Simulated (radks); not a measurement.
Problem. Tm IV, configuration [Kr] 4d10 4f12 5s1 5p6 5d1 (not the ground configuration). Calculated with a radial shooting solver on a logarithmic mesh with Libxc functionals: Dirac Kohn-Sham, LDA (Slater exchange, Perdew-Wang correlation), spin-unpolarised, spherical densities, finite nucleus; open shells fill j = l - 1/2 first; Fermi nuclear charge, rms radius 5.2256 fm. Some entries of the table are withheld. Estimate them.

| orbital | occ. | eigenvalue (hartree) | <1/r> (bohr^-1) |
|---|---|---|---|
| 1s1/2 | 2 | -2175.134 | 79.00 |
| 2s1/2 | 2 | -367.9821 | 19.04 |
| 2p1/2 | 2 | -350.9889 | 19.02 |
| 2p3/2 | 4 | -315.0096 | 16.42 |
| 3s1/2 | 2 | -83.76812 | 6.970 |
| 3p1/2 | 2 | (1) | 6.891 |
| 3p3/2 | 4 | (2) | 6.223 |
| 3d3/2 | 4 | -55.78715 | 6.112 |
| 3d5/2 | 6 | -54.12598 | 5.950 |
| 4s1/2 | 2 | -17.60236 | 2.923 |
| 4p1/2 | 2 | -14.58084 | 2.815 |
| 4p3/2 | 4 | -12.85618 | 2.581 |
| 4d3/2 | 4 | (3) | 2.362 |
| 4d5/2 | 6 | (4) | 2.305 |
| 5s1/2 | 1 | (5) | 1.118 |
| 5p1/2 | 2 | -2.35119 | 0.9971 |
| 5p3/2 | 4 | -2.11030 | 0.9185 |
| 4f5/2 | 6 | (6) | 1.776 |
| 4f7/2 | 6 | (7) | 1.751 |
| 5d3/2 | 1 | -1.00742 | 0.6491 |
| 5d5/2 | 0 | -0.98491 | 0.6343 |

Solution. 
(1) 3p1/2 eigenvalue (hartree): -76.25998
(2) 3p3/2 eigenvalue (hartree): -68.66600
(3) 4d3/2 eigenvalue (hartree): -7.86795
(4) 4d5/2 eigenvalue (hartree): -7.55334
(5) 5s1/2 eigenvalue (hartree): -3.20847
(6) 4f5/2 eigenvalue (hartree): -1.49652
(7) 4f7/2 eigenvalue (hartree): -1.44908
